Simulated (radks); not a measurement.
Values are calculated unless marked as measured or tabulated.
Task: The mean radii <r> (bohr) of the occupied orbitals of an atom or ion are listed with their occupations. Level of theory: scalar-relativistic Kohn-Sham, exchange-only B88, spin-polarised, spherical densities, finite nucleus; Fermi nuclear charge, rms radius of each element as measured or else 0.836 A^(1/3) + 0.57 fm (a radial shooting solver on a logarithmic mesh with Libxc functionals).

orbital  occ.      <r>
1s up       1  0.02507
1s down     1  0.02507
2s up       1   0.1074
2s down     1   0.1074
2p up       3  0.09424
2p down     3  0.09424
3s up       1   0.2852
3s down     1   0.2852
3p up       3   0.2832
3p down     3   0.2832
3d up       5   0.2600
3d down     5   0.2600
4s up       1   0.6540
4s down     1   0.6540
4p up       3   0.6929
4p down     3   0.6927
4d up       5   0.7671
4d down     5   0.7659
5s up       1    1.535
5s down     1    1.527
5p up       3    1.746
5p down     2    1.740
5d up       1    2.354

Name the element and its charge. Open shells, if any, are filled with parallel spins first.

Result: Z = 57, lanthanum, charge +3: La3+ in [Kr] 4d10 5s2 5p5 5d1. The 1s radius gives Z: for a bare nucleus <r> = (2 gamma + 1)/(2Z) with gamma = sqrt(1 - (Z/c)^2), 0.02473 bohr for Z = 57, and screening makes it slightly larger (0.02507 here). The occupations add up to 54, and the charge is Z minus that.
